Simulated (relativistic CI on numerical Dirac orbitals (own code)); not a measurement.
# Hyperfine structure of Nd²⁴⁺, mass number 145

Method of calculation: Dirac-Coulomb-Breit CI, separate exchange-only KLI orbitals for each configuration, a model potential for QED, unscaled Slater integrals (own radial code, finite nucleus).

CI space (outside the closed core [Ar] 3d10): 4s²4p⁶, 4s²4p⁵4d, 4s4p⁶4d, 4s²4p⁵4f, 4s4p⁶4f, 4s²4p⁵5s, 4s²4p⁵5p, 4p⁶4d4f, 4p⁶4d², 4p⁵4d³, 4p⁵4d²4f, 4p⁵4d²5s, 4p⁵4d²5p, 4p⁶4f², 4p⁵4d4f², 4p⁵4f³, 4p⁵4f²5s, 4p⁵4f²5p. Double excitations out of closed p, d and f shells are left out; levels of such configurations are missing from the list, as are those of other unlisted configurations, and high levels can miss mixing partners.

Nuclear spin I = 7/2, μ = -0.656 μN, Q = -0.314 b (tables of Stone and Pyykkö). The electronic factors are computed for point nuclear moments, without core polarisation or the Bohr-Weisskopf and QED corrections.

```json
{"Level": "4s²4p⁵4d ³P°1", "E (cm⁻¹)": "825921", "A (MHz)": "-1965", "B (MHz)": "-2890"}
{"Level": "4s²4p⁵4d ³F°3", "E (cm⁻¹)": "849495", "A (MHz)": "-3083", "B (MHz)": "11800"}
{"Level": "4s²4p⁵4d ³D°2", "E (cm⁻¹)": "856109", "A (MHz)": "-2792", "B (MHz)": "1440"}
{"Level": "4s²4p⁵4d ³F°4", "E (cm⁻¹)": "874564", "A (MHz)": "-2081", "B (MHz)": "10900"}
{"Level": "4s²4p⁵4d ³D°3", "E (cm⁻¹)": "923548", "A (MHz)": "-1806", "B (MHz)": "-4930"}
{"Level": "4s²4p⁵4d ³D°1", "E (cm⁻¹)": "989568", "A (MHz)": "1322", "B (MHz)": "-2180"}
{"Level": "4s²4p⁵4d ³F°2", "E (cm⁻¹)": "1070830", "A (MHz)": "-8673", "B (MHz)": "-4640"}
{"Level": "4s²4p⁵4d ¹P°1", "E (cm⁻¹)": "1241846", "A (MHz)": "4314", "B (MHz)": "-42.3"}
```

Levels with J = 0, under 50 % of one LS term, or S terms without an open s electron are left out. Small factors come from cancelling terms and can be off by tens of per cent or more.

At this charge energies of transitions that change n are usually good to better than 1 %, and those within a shell (Δn = 0) to a few per cent.

Question: Give the hyperfine levels of 4s²4p⁵4d ³F°3 relative to its centre of gravity.

Answer: With K = F(F + 1) − I(I + 1) − J(J + 1), E = AK/2 + B[¾K(K + 1) − I(I + 1)J(J + 1)]/[2I(2I − 1)J(2J − 1)]: F = 1/2: 47940, F = 3/2: 41210, F = 5/2: 30550, F = 7/2: 16810, F = 9/2: 1170, F = 11/2: -14860, F = 13/2: -29420 MHz.

LS names give the leading component of a level, which can be under half, so a name can repeat, a term be missing and a line seem to break the LS rules.
